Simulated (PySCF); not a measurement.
C3H5BN2O, SMILES NB1C=CN=CO1.

Coordinates come from a TPSSh-D3(BJ)/def2-SVP optimisation. The structure was generated by enumeration, and PubChem lists no compound with its InChIKey, so it may never have been made. The values are those of a single conformer.

All values below come from PBE/def2-TZVP run with PySCF.

| Item | Value |
|---|---|
| total energy | -326.72366 hartree |
| point group | Cs |
| highest occupied level | -5.77 eV |
| lowest empty level | -2.04 eV |
| orbital gap | 3.73 eV |
| dipole moment | 2.60 D |
| quadrupole, principal values (traceless, Buckingham form, about the centre of nuclear charge) | -6.31, 1.21, 5.09 D·Å |
| mean static polarisability | 66.4 bohr³ (9.84 Å³) |
| polarisability, principal values | 40.4, 71.9, 86.9 bohr³ |
